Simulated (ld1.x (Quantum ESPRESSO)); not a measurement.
**Reading a pseudo-wave (magnesium)**

Columns: radius, all-electron u(r) and pseudo u(r) of the 2p shell (level -46.66 eV) of magnesium in the configuration [He] 2s2 2p6 3s2 3p0; PBE, non-relativistic, TM scheme, ld1.x (Quantum ESPRESSO) 7.5.

```tsv
r (bohr)	all-electron	pseudo
0.085	0.2348	0.0991
0.170	0.5983	0.3623
0.255	0.8845	0.6998
0.340	1.0601	1.0024
0.425	1.1395	1.1898
0.510	1.1483	1.2424
0.595	1.1105	1.1932
0.680	1.0447	1.0935
0.765	0.9640	0.9834
0.850	0.8772	0.8816
0.935	0.7899	0.7902
1.020	0.7055	0.7055
1.105	0.6262	0.6262
1.190	0.5530	0.5530
1.275	0.4865	0.4865
1.360	0.4265	0.4265
1.445	0.3729	0.3729
1.530	0.3252	0.3252
1.615	0.2830	0.2830
1.700	0.2460	0.2460
1.785	0.2135	0.2135
1.870	0.1851	0.1851
1.955	0.1604	0.1604
2.040	0.1389	0.1389
2.125	0.1202	0.1202
2.210	0.1040	0.1040
```

**Question.** How many radial nodes do the two functions have?

**Answer.** The all-electron 2p function has n − l − 1 = 0; the pseudo-wave has 0.

**Question.** At about which radius was the pseudo-wave matched?

**Answer.** 1.05 bohr. The columns agree to 0.0005 from 0.94 bohr on; several derivatives are matched, so the curves merge somewhat inside the radius.

**Question.** Where does each function peak?

**Answer.** Outermost all-electron maximum near 0.51 bohr, pseudo maximum near 0.51 bohr (to the table’s step).

**Question.** Is the pseudo-wave norm-conserving?

**Answer.** Yes: the TM scheme keeps the norm inside the radius equal to the all-electron one, which fixes the energy derivative of the logarithmic derivative at the level.
